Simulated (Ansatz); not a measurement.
Several settings on one geometry of tetraphenylgermane (C24H20Ge) (that of the charge 0 singlet, PBE-D4/def2-SVP). Ansatz on 2 threads of AMD EPYC 7R13 on a shared host and a share (18 GiB) of an NVIDIA H100 80GB HBM3; times are rough.

```xyz
45

C    -1.586   -3.615    2.713
C    -2.499   -2.751    2.088
C    -2.033   -1.702    1.279
C    -0.649   -1.502    1.085
Ge    0.000    0.000    0.000
C     0.047    1.632    1.090
C     0.881    2.712    0.729
C     0.886    3.897    1.484
C     0.058    4.015    2.611
C    -0.773    2.946    2.983
C    -0.776    1.762    2.228
C    -1.210    0.255   -1.524
C    -1.783   -0.856   -2.180
C    -2.615   -0.678   -3.297
C    -2.887    0.615   -3.772
C    -2.327    1.728   -3.126
C    -1.496    1.549   -2.008
C     1.811   -0.385   -0.650
C     2.934   -0.154    0.174
C     4.228   -0.467   -0.274
C     4.416   -1.014   -1.553
C     3.307   -1.245   -2.383
C     2.014   -0.931   -1.934
C     0.257   -2.380    1.714
C    -0.207   -3.429    2.524
H    -1.950   -4.439    3.346
H    -3.582   -2.897    2.229
H    -2.760   -1.037    0.784
H     1.544    2.626   -0.147
H     1.543    4.732    1.192
H     0.063    4.943    3.205
H    -1.420    3.033    3.870
H    -1.425    0.925    2.533
H    -1.586   -1.875   -1.809
H    -3.057   -1.554   -3.798
H    -3.541    0.755   -4.647
H    -2.542    2.744   -3.492
H    -1.068    2.430   -1.503
H     2.800    0.287    1.175
H     5.096   -0.279    0.378
H     5.430   -1.258   -1.906
H     3.451   -1.670   -3.389
H     1.152   -1.108   -2.597
H     1.341   -2.249    1.565
H     0.512   -4.108    3.008
```

Totals from different functionals, basis sets or treatments of relativity can't be compared as stabilities.

The 6-31G sets use Cartesian d functions.

The spins typed aren't always the lowest for that charge.

Q: Give the basis size and estimate the energy, ⟨S²⟩, dipole and time of these runs.

```tsv
run	method	charge	state	further keys
1	RKS B97/def2-SVPD	0	singlet	fitting: {mean_field: def2-universal-jkfit}; forces asked
2	UKS PBE0/def2-TZVP	-1	doublet	fitting: {mean_field: def2-universal-jkfit}; scf: {omitted_lower_state_checks: [starts]}; forces asked
3	RKS revPBE0-D3(BJ)/6-31G	0	singlet	point_charges: [{charge: 2.00, position_ang: [8.106, -0.441, -0.892]}]; forces asked
4	RKS B97/6-31G*	0	singlet	fitting: {mean_field: def2-universal-jkfit}; point_charges: [{charge: 2.00, position_ang: [9.970, -0.592, 0.985]}]; scf: {omitted_lower_state_checks: [starts]}; forces asked
```

A: 
| run | functions | energy (Eh) | ⟨S²⟩ | dipole (D) | wall time |
| --- | --- | --- | --- | --- | --- |
| 1 | 678 | -3002.3267 | – | 0.00 | 18 s |
| 2 | 912 | -3002.5396 | 0.75 | – | 40 s |
| 3 | 285 | -3002.7181 | – | 8.36 | 12 s |
| 4 | 435 | -3002.9279 | – | 4.64 | 13 s |

The highest occupied level of an anion often lies above zero with these methods, and sets without diffuse functions describe the outer electron poorly.
